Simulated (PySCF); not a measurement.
Can point charges reproduce the dipole moment of `CC[C@@H](C)n1ccc(C)n1`?

Coordinates (GFN2-xTB, Å) and charges (e) from the PBE0/pcSseg-1 density (PySCF):

```
atom       x       y       z  Mulliken      IAO  Hirshfeld  ESP-fitted
  C1  -2.269   1.277  -0.677   -0.2624  -0.4203    -0.1222     -0.3716
  C2  -1.884  -0.156  -1.026   -0.2129  -0.2563    -0.0715     +0.1803
  C3  -1.172  -0.862   0.134   -0.0951  +0.0037    +0.0348     +0.0768
  C4  -0.897  -2.327  -0.200   -0.1759  -0.4247    -0.1240     -0.4657
  N5   0.076  -0.194   0.418   -0.4232  +0.0433    +0.0493     +0.2604
  C6   0.471   0.371   1.574   +0.2573  -0.1134    -0.0259     -0.2078
  C7   1.736   0.868   1.365   -0.3235  -0.2665    -0.1147     -0.4918
  C8   2.030   0.550   0.028   +0.0550  +0.0918    +0.0275     +0.5343
  C9   3.273   0.853  -0.733   -0.1334  -0.4325    -0.1190     -0.6836
 N10   1.012  -0.091  -0.522   -0.2722  -0.2887    -0.1368     -0.4854
 H11  -2.769   1.748  -1.520   +0.1169  +0.1441    +0.0425     +0.0984
 H12  -1.384   1.861  -0.436   +0.1321  +0.1457    +0.0330     +0.0946
 H13  -2.943   1.299   0.177   +0.0996  +0.1309    +0.0349     +0.0686
 H14  -1.210  -0.155  -1.883   +0.1367  +0.1513    +0.0360     -0.0106
 H15  -2.778  -0.725  -1.286   +0.1154  +0.1319    +0.0402      0.0000
 H16  -1.785  -0.794   1.041   +0.1054  +0.1353    +0.0466     +0.0565
 H17  -0.402  -2.821   0.633   +0.1164  +0.1446    +0.0394     +0.1331
 H18  -0.248  -2.380  -1.070   +0.1303  +0.1580    +0.0403     +0.1253
 H19  -1.827  -2.847  -0.415   +0.1094  +0.1403    +0.0435     +0.1253
 H20  -0.158   0.383   2.441   +0.0853  +0.1613    +0.0590     +0.1820
 H21   2.362   1.382   2.067   +0.0690  +0.1566    +0.0471     +0.2233
 H22   3.980   1.384  -0.100   +0.1119  +0.1479    +0.0468     +0.1795
 H23   3.732  -0.069  -1.085   +0.1291  +0.1580    +0.0468     +0.1883
 H24   3.043   1.465  -1.604   +0.1287  +0.1577    +0.0467     +0.1897
```

Task: Form Σ q r in debye for every column and set it beside the full dipole.

Result: The full density gives (-1.25, -0.14, 1.11) D, 1.68 D in size; dipole vectors point from the negative to the positive end.

| scheme | μx | μy | μz | size (D) | share of the full size (%) | angle to the full dipole (°) |
| --- | --- | --- | --- | --- | --- | --- |
| Mulliken | -0.44 | -0.33 | -0.89 | 1.05 | 62 | 103 |
| IAO | -1.68 | -0.48 | 0.71 | 1.88 | 112 | 21 |
| Hirshfeld | -0.97 | -0.40 | 0.48 | 1.15 | 69 | 21 |
| ESP-fitted | -1.24 | -0.14 | 1.09 | 1.66 | 99 | 0 |

Task: Which set comes closest?

Result: Length of the difference vector: ESP-fitted 0.02 D, IAO 0.67 D, Hirshfeld 0.73 D, Mulliken 2.16 D. Closest: ESP-fitted. The schemes that divide the density aren't constrained to reproduce the dipole.

Task: What is left for the Hirshfeld atoms' own dipoles?

Result: The shares of the density sum to the whole, so what Σ q r misses lies in dipoles about the nuclei. The atomic dipoles sum to (-1.25, -0.14, 1.11) − (-0.97, -0.40, 0.48) = (-0.28, 0.26, 0.63) D, 0.73 D in size.

Task: With the origin at the mean of the coordinates, (0.000, 0.001, -0.112) Å, which are the largest single terms, by size, of the ESP-fitted dipole along the direction of the full one?

Result: C9 +9.61, C8 -3.77, H23 -3.10, H24 -3.08, H22 -2.66 D; all 24 atoms together +1.66 D. The single terms depend on the origin, their sum doesn't.

Task: Give the size of the full dipole in other units.

Result: 1.68 D = 0.659 au = 0.349 e·Å = 5.59 × 10⁻³⁰ C·m.

The structure is a single GFN2-xTB conformer in the gas phase; no vibrational or solvent corrections. GFN2-xTB frequencies show an imaginary mode (73i cm⁻¹), so this geometry is no minimum at that level.

Conformer computed: `[CH3:1][CH2:2][C@@H:3]([CH3:4])[n:5]1[cH:6][cH:7][c:8]([CH3:9])[n:10]1`: C1–C2–C3–C4 175°, C2–C3–N5–C6 121°.
